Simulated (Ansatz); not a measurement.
Start from `[SiH3]C[SiH2]Br` and change one atom or group to get `[SiH3]C[SiH2]Cl`.

Ansatz, PBE0-D4/def2-TZVP geometries, multiplicity 1. Each molecule was computed in one conformer, which needn't be the lowest.

Scalar relativity is left out up to krypton.

```csv
property,`[SiH3]C[SiH2]Br`
HOMO–LUMO gap (PBE0/def2-TZVPP) / eV,8.00
HOMO energy (B3LYP/def2-TZVPP) / eV,-8.02
LUMO energy (ωB97M-V/def2-TZVPP) / eV,1.52
LUMO energy (PBE/def2-TZVPP) / eV,-1.14
HOMO energy (PBE0/def2-TZVPP) / eV,-8.28
HOMO–LUMO gap (B3LYP/def2-TZVPP) / eV,7.56
```

Task: What does the change do to each property? (Best estimate.)

Result: Computed: 
```tsv
property	`[SiH3]C[SiH2]Cl`	shift
HOMO–LUMO gap (PBE0/def2-TZVPP) / eV	8.65	0.65
HOMO energy (B3LYP/def2-TZVPP) / eV	-8.44	-0.42
LUMO energy (ωB97M-V/def2-TZVPP) / eV	1.76	0.24
LUMO energy (PBE/def2-TZVPP) / eV	-0.90	0.24
HOMO energy (PBE0/def2-TZVPP) / eV	-8.68	-0.40
HOMO–LUMO gap (B3LYP/def2-TZVPP) / eV	8.22	0.66
```

With PBE0 the HOMO falls by 0.40 eV and the LUMO rises by 0.24 eV, so the gap widens by about 0.64 eV. PBE moves the HOMO by -0.35 eV and ωB97M-V by -0.42 eV.

B3LYP here is the variant with VWN-RPA as its local correlation; programs differ in this.

Spin–orbit coupling is left out; it splits and shifts lone-pair levels of the heavy atoms by tenths of an eV.
